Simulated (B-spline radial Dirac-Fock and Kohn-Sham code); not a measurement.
# Binding energies of Mo²⁺

System: Mo²⁺, configuration [Kr] 4d4, inside a Watson sphere of charge -2 and radius 2 Å (a model of the Madelung potential; inside it an electron's potential energy is raised by 14.4 eV); nuclear rms radius 4.4091 fm (A = 98).

Level of theory: Dirac-Fock (average of configuration) total-energy differences with a finite nucleus, the Breit interaction including its frequency dependence, and self-energy and vacuum-polarisation corrections; a radial B-spline solver. Electron correlation is not included. Energies are counted from the vacuum level.

All terms are in eV, carry their sign (relaxation lowers the binding energy) and add up to the binding energy; ⟨r⟩ is the mean radius of the orbital in the initial state.

```
  subshell  −ε (Koopmans)  relaxation   Gaunt  retardation  self-energy  vacuum polarisation  binding energy  ⟨r⟩ (bohr)
    K (1s)        20126.2      -57.96  -39.19         2.91       -20.46                 2.37         20013.9       0.035
   L1 (2s)         2921.8      -29.72   -3.20         0.15        -2.36                 0.25          2886.9       0.153
L2 (2p1/2)         2678.8      -32.62   -5.88         0.65         0.22                -0.01          2641.1       0.131
L3 (2p3/2)         2571.5      -31.87   -4.19         0.73         0.00                -0.02          2536.2       0.135
   M1 (3s)          533.9      -10.82   -0.38         0.01        -0.43                 0.05           522.4       0.426
M2 (3p1/2)          440.0      -11.05   -0.77         0.08         0.04                 0.00           428.3       0.421
M3 (3p3/2)          421.7      -10.76   -0.49         0.10         0.00                 0.00           410.5       0.431
M4 (3d3/2)          256.6      -11.72   -0.14         0.00         0.04                 0.00           244.7       0.412
M5 (3d5/2)          253.1      -11.60   -0.01         0.00         0.03                 0.00           241.6       0.415
   N1 (4s)          84.01       -2.56   -0.05         0.00        -0.07                 0.01           81.34       1.112
N2 (4p1/2)          54.35       -2.21   -0.09         0.01         0.01                 0.00           52.07       1.214
N3 (4p3/2)          51.68       -2.09   -0.05         0.01         0.00                 0.00           49.55       1.242
 N4,5 (4d)          11.93       -1.00    0.01         0.00         0.00                 0.00           10.94       1.734
```

For the deepest level, K (1s), the Breit terms make up -0.181 % of the binding energy, QED -0.090 % and orbital relaxation -0.290 %.

Values without a named source are computed, but for edge energies of neutral atoms, which are taken from tables.
